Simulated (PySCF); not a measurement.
## Löwdin shares of the frontier orbitals

Species: 1-chloroborepin, C6H6BCl.
Z-matrix (Å and degrees, PBE0-D3(BJ)/def2-SVP geometry), rows numbered from 1:
```
Cl
B   1  1.7875
C   2  1.5258  1  117.41
C   3  1.3704  2  127.85  1   179.84
C   4  1.4251  3  129.39  2    -0.02
C   5  1.3718  4  130.12  3     0.05
C   6  1.4251  5  130.13  4     0.05
C   7  1.3703  6  129.40  5    -0.05
H   3  1.0966  2  117.19  1    -0.14
H   4  1.0969  3  116.95  2  -179.98
H   5  1.0948  4  114.64  3  -179.93
H   6  1.0948  5  115.24  4  -179.97
H   7  1.0968  6  113.66  5   179.94
H   8  1.0966  2  117.17  1     0.14
```

Method: TDDFT CAM-B3LYP/def2-SVPD, vertical, gas phase, core orbitals frozen in the response in PySCF.

Kohn–Sham orbitals with the atoms that hold most of them (Löwdin shares over 4%, at most four atoms; ? is withheld):

```
orbital  ε (eV)                           atoms
 LUMO+2    1.01     B2 28%, C5 9%, C6 9%, C4 9%
 LUMO+1   -0.67  B2 21%, C7 16%, C4 16%, Cl1 9%
   LUMO   -1.26                               ?
   HOMO       ?                               ?
 HOMO-1   -9.71   Cl1 70%, B2 12%, C8 6%, C3 6%
 HOMO-2   -9.84  C7 22%, C4 22%, C3 16%, C8 16%
 HOMO-3  -10.74   Cl1 69%, B2 13%, C5 5%, C6 5%
```

Question: Which atoms hold the HOMO, and with what shares?

Answer: C5 (bonded to 2 C and H) 15%; C6 (bonded to 2 C and H) 15%; C3 (bonded to B, C and H) 15%; C8 (bonded to B, C and H) 15%.

Question: Which atoms hold the LUMO, and with what shares?

Answer: C3 (bonded to B, C and H) 18%; C8 (bonded to B, C and H) 18%; C6 (bonded to 2 C and H) 16%; C5 (bonded to 2 C and H) 16%.

Question: What is the HOMO energy, and the HOMO–LUMO gap?

Answer: ε(HOMO) = -8.31 eV; the gap is 7.04 eV (0.2587 hartree).

Question: How does S1 compare with the orbital gap of 7.04 eV?

Answer: S1 is at 4.45 eV (f = 0.107), 2.59 eV below the gap, made of HOMO→LUMO (95%). 

Question: Give energy, strength and leading configuration of S1, S2, S3, S4, S5 and S7, and follow the Löwdin shares of the leading atoms from the occupied to the empty orbital.

Answer: 
- S1 (4.45 eV, f 0.107), HOMO→LUMO (95%): C5 15% → 16%, C6 15% → 16%, C3 15% → 18%, C8 15% → 18%
- S2 (4.65 eV, f 0.109), HOMO→LUMO+1 (78%): C5 15% → at most 10%, C6 15% → at most 10%, B2 at most 15% → 21%, C7 at most 15% → 16%
- S3 (5.36 eV, f 0.0006), HOMO-1→LUMO (78%): Cl1 70% → at most 16%, B2 12% → at most 16%, C3 6% → 18%, C8 6% → 18%
- S4 (5.61 eV, f 0.0000), HOMO-1→LUMO+1 (90%): Cl1 70% → 9%, B2 12% → 21%, C7 at most 7% → 16%
- S5 (6.16 eV, f 0.730), HOMO-2→LUMO (74%): C7 22% → at most 16%, C4 22% → at most 16%, C3 16% → 18%, C8 16% → 18%
- S7 (6.39 eV, f 0.147), HOMO-2→LUMO+1 (76%): C7 22% → 16%, C4 22% → 16%, B2 at most 16% → 21%

Löwdin shares depend on the basis, the more so with diffuse functions.
